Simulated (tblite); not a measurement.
C6H10FO (doublet state).
SMILES with atom numbers: `[CH3:1][CH2:2][C@H:3]1[CH2:4][O:5][C:6]1[CH2:7][F:8]` (hydrogens: H9, H10, H11 on C1; H12, H13 on C2; H14 on C3; H15, H16 on C4; H17, H18 on C7)

Geometry (GFN2-xTB, Å), atoms numbered from 1 in this order:
```
atom  x, y, z in Å
C1     2.330   -0.577   -0.134
C2     0.822   -0.767   -0.215
C3     0.072    0.432    0.369
C4    -0.023    1.687   -0.519
O5    -1.445    1.542   -0.623
C6    -1.417    0.438    0.219
C7    -2.462   -0.583    0.268
F8    -2.268   -1.615   -0.681
H9     2.649   -0.491    0.903
H10    2.841   -1.426   -0.580
H11    2.635    0.325   -0.661
H12    0.529   -1.661    0.339
H13    0.516   -0.910   -1.253
H14    0.433    0.626    1.385
H15    0.246    2.637   -0.053
H16    0.446    1.602   -1.500
H17   -2.476   -1.101    1.233
H18   -3.437   -0.151    0.033
```

Computed with GFN2-xTB (tblite): harmonic, unscaled wavenumbers at the GFN2-xTB geometry, gas phase. This tight-binding method is rough: wavenumbers can miss measured ones by several per cent, in bad cases by 10 to 20. One conformer, not necessarily the lowest. Open shells enter through the occupations alone, without spin polarisation, and single modes of such species can be off by tens of per cent.

Harmonic wavenumbers (cm⁻¹): 68.4, 69.8, 92.3, 152.1, 196.0, 247.6, 267.7, 363.8, 423.4, 542.7, 672.6, 791.3, 808.3, 831.7, 912.0, 929.1, 972.2, 1009.9, 1040.7, 1085.9, 1103.6, 1107.2, 1136.9, 1167.9, 1188.9, 1224.4, 1237.0, 1275.3, 1281.6, 1296.5, 1334.0, 1371.4, 1406.5, 1413.7, 1455.8, 1488.1, 1500.4, 1504.1, 2906.8, 2936.6, 2965.8, 2972.4, 2978.8, 2985.6, 2998.6, 3032.8, 3036.7, 3045.0.

A = 2772, B = 1532, C = 1099 MHz; mass 117.072 u (most abundant isotopes); point group C1, symmetry number 1; spin multiplicity 2.

Q: What is the zero-point energy?

A: ½Σν̃ = 32415 cm⁻¹ = 387.77 kJ/mol.

Q: Give the ideal-gas entropy at 298.15 K and 1 bar in the rigid-rotor, harmonic-oscillator model (classical rotation).

A: Translation 168.26, rotation 119.76, vibration 103.68, spin (R ln 2) 5.76: S = 397.5 J/(mol K).

Q: And Cp and H(298.15 K) − H(0)?

A: Cp = 138.86 J/(mol K), of which vibrations give 105.60 (their classical limit is 48 R = 399.1); H(298.15 K) − H(0) = 26.03 kJ/mol without the zero-point energy, 16.11 from vibrations.

Q: What must be added to the electronic energy to get the Gibbs energy at 298.15 K and 1 bar?

A: ZPE + [H(298.15 K) − H(0)] − T·S = 387.77 + 26.03 − 118.50 = 295.30 kJ/mol.

Q: Blend soft modes into free rotors: weight 1/[1 + (100 cm⁻¹/ν̃)⁴] for the oscillator and the rest for a rotor with moment μB/(μ + B), μ = h/(8π²ν), B = 10⁻⁴⁴ kg m². What vibrational entropy results?

A: 95.45 J/(mol K) in place of 103.68, which changes −T·S at 298.15 K by +2.45 kJ/mol.

Q: How do the functions run with temperature in this model?

A: 
```tsv
T (K)	S (J/(mol K))	Cp (J/(mol K))	H − H(0) (kJ/mol)	G − H(0) (kJ/mol)	ln q(vib)
100	289.1	74.0	5.27	-23.64	1.47
200	349.7	103.9	14.18	-55.76	3.80
300	398.3	139.6	26.29	-93.21	6.01
500	487.7	214.3	61.92	-181.92	10.36
800	606.2	289.1	138.46	-346.52	16.81
1000	674.4	321.3	199.67	-474.71	20.92
```

q(vib) and H(0) count from the zero-point level.

Hindered rotation and anharmonicity are outside this model. Other conformers, if any are populated, would add a mixing term that is left out. The structure is chiral; the term R ln 2 for an equal mix with its mirror image is left out.
